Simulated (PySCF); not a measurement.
Record of a relaxation.

Species: C3H2BBrF2.
SMILES with atom numbers: `[BH2:1][C:2]#[C:3][C:4]([F:5])([F:6])[Br:7]` (hydrogens: H8, H9 on B1)

Method: PySCF, PBE0-D3(BJ)/def2-SVP geometry optimisation, gas phase; density fitting, grid level 1; the optimiser is geomeTRIC in internal coordinates, started from a GFN2-xTB structure with every atom displaced at random (about 0.01 Å). The frame can shift and turn from step to step; on so coarse a grid that alone can change the energy by a few meV, and forces under 0.02 eV/Å are noise.

Step 0: E = -79263.6336 eV, largest atomic force 4.082 eV/Å
```
atom  x, y, z in Å  |  force x, y, z in eV/Å
B1      2.330    0.530   -0.311   -1.627   0.105  -0.464
C2      0.861    0.153   -0.386    0.047  -0.203   0.000
C3     -0.316   -0.177   -0.457    2.444   0.652   0.124
C4     -1.657   -0.525   -0.500   -3.965  -0.875  -0.419
F5     -2.189   -0.596   -1.751    0.713   0.213   0.744
F6     -1.973   -1.697    0.085    0.547   0.417  -0.128
Br7    -2.715    0.875    0.483    0.458  -0.285  -0.275
H8      2.973    0.176    0.569    0.908  -0.583   1.177
H9      2.744    1.244   -1.135    0.473   0.558  -0.758
```

Step 1: E = -79263.7923 eV, largest atomic force 1.756 eV/Å
```
atom  x, y, z in Å  |  force x, y, z in eV/Å
B1      2.302    0.608   -0.271    0.006  -0.016   0.143
C2      0.852    0.191   -0.328    0.216   0.161   0.041
C3     -0.325   -0.118   -0.376   -0.699  -0.110   0.127
C4     -1.732   -0.555   -0.511    1.733  -0.020  -0.283
F5     -2.006   -0.639   -1.811   -0.552  -0.074  -0.208
F6     -1.872   -1.766    0.020   -0.387  -0.189   0.122
Br7    -2.897    0.696    0.346   -0.312   0.226   0.174
H8      2.997    0.229    0.643   -0.037   0.023  -0.095
H9      2.743    1.330   -1.128    0.031   0.000  -0.021
```

Step 2: E = -79263.8398 eV, largest atomic force 0.580 eV/Å
```
atom  x, y, z in Å  |  force x, y, z in eV/Å
B1      2.305    0.633   -0.253    0.021  -0.050  -0.007
C2      0.866    0.188   -0.338   -0.015   0.106   0.056
C3     -0.307   -0.145   -0.403   -0.482  -0.283  -0.154
C4     -1.706   -0.582   -0.536    0.284   0.011  -0.091
F5     -2.084   -0.664   -1.815    0.139   0.007   0.145
F6     -1.914   -1.775    0.022    0.109   0.024  -0.041
Br7    -2.849    0.710    0.355   -0.033   0.161   0.093
H8      2.998    0.256    0.660   -0.021   0.015  -0.008
H9      2.753    1.355   -1.107    0.000   0.009   0.006
```

Step 3: E = -79263.8481 eV, largest atomic force 0.121 eV/Å
```
atom  x, y, z in Å  |  force x, y, z in eV/Å
B1      2.297    0.634   -0.253   -0.001  -0.032  -0.021
C2      0.859    0.184   -0.348   -0.046   0.064   0.032
C3     -0.311   -0.159   -0.419   -0.057  -0.079  -0.071
C4     -1.699   -0.588   -0.539    0.019   0.000  -0.018
F5     -2.089   -0.670   -1.813    0.033   0.021   0.100
F6     -1.904   -1.779    0.024    0.004   0.058  -0.016
Br7    -2.821    0.734    0.371    0.047  -0.037  -0.022
H8      2.980    0.258    0.665    0.004   0.005   0.010
H9      2.749    1.361   -1.102   -0.004   0.002   0.006
```

Step 4: E = -79263.8494 eV, largest atomic force 0.101 eV/Å
```
atom  x, y, z in Å  |  force x, y, z in eV/Å
B1      2.293    0.633   -0.256   -0.005  -0.007  -0.011
C2      0.857    0.183   -0.356   -0.005   0.037   0.025
C3     -0.311   -0.167   -0.431    0.089  -0.029  -0.038
C4     -1.697   -0.591   -0.539   -0.062   0.018   0.028
F5     -2.098   -0.670   -1.807   -0.005  -0.011  -0.016
F6     -1.906   -1.778    0.028   -0.003  -0.010  -0.004
Br7    -2.796    0.742    0.378   -0.012   0.007   0.014
H8      2.972    0.261    0.667    0.003  -0.003   0.004
H9      2.748    1.363   -1.100    0.002  -0.003  -0.002
```

Step 5: E = -79263.8497 eV, largest atomic force 0.060 eV/Å
```
atom  x, y, z in Å  |  force x, y, z in eV/Å
B1      2.294    0.632   -0.259    0.002  -0.005  -0.004
C2      0.857    0.183   -0.361   -0.006   0.022   0.017
C3     -0.310   -0.170   -0.436    0.054  -0.013  -0.022
C4     -1.698   -0.590   -0.537   -0.043   0.009   0.022
F5     -2.105   -0.670   -1.802   -0.009   0.005  -0.021
F6     -1.907   -1.776    0.032   -0.001  -0.010   0.009
Br7    -2.790    0.746    0.385   -0.001  -0.003   0.002
H8      2.971    0.259    0.666    0.002  -0.001  -0.002
H9      2.750    1.361   -1.103    0.002  -0.003  -0.003
```

Step 6: E = -79263.8499 eV, largest atomic force under 0.02 eV/Å
```
atom  x, y, z in Å  |  force x, y, z in eV/Å
B1      2.296    0.628   -0.267    0.004  -0.001  -0.001
C2      0.857    0.184   -0.367   -0.002  -0.005   0.005
C3     -0.308   -0.173   -0.443   -0.013   0.004   0.003
C4     -1.701   -0.586   -0.531    0.015   0.006   0.008
F5     -2.120   -0.666   -1.794   -0.006   0.002   0.002
F6     -1.910   -1.772    0.041   -0.001   0.001  -0.005
Br7    -2.779    0.753    0.400    0.003  -0.005  -0.003
H8      2.971    0.254    0.658   -0.002  -0.001  -0.006
H9      2.755    1.354   -1.112    0.002  -0.003  -0.004
```

Problem. Summarise the path.

Solution. The energy falls by 20.87 kJ/mol from step 0 to step 6; nine tenths of that is first reached at step 2. It falls at every step. The largest force goes from 4.082 to under 0.02 eV/Å. Among the bonds C3–C4 changes most, from 1.387 to 1.456 Å; the atoms move by 0.038 Å rms after alignment.

The cost below is that of the whole optimisation. Time: 42 s; peak memory 0.52 GiB. Hardware: AMD EPYC 7R43, one thread, no GPU, shared host with 256 logical CPUs at a one-minute load of 69.
